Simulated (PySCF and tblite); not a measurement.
Values are calculated unless marked as measured or tabulated.
System: C5H12OSi, numbered as in [CH3:1][O:2][C@H:3]1[CH2:4][CH2:5][SiH2:6][CH2:7]1.

Motion: inversion of the 5-membered ring (3–4–5–6–7). GFN2-xTB gives an electronic barrier of 3.7 kcal/mol and a reaction energy of 0.4 kcal/mol.

Problem. What does PBE0/pcSseg-1 + D3(BJ) give on GFN2-xTB geometries?

Solution. A barrier of 5.5 kcal/mol, 1.7 above the tight-binding barrier (from unrounded values), a reaction energy of 1.6 kcal/mol and, with GFN2-xTB thermal terms, ΔG‡(298 K) = 5.7 kcal/mol and k = 4.1×10⁸ s⁻¹ (1 equivalent path).

Programs: tblite and PySCF.
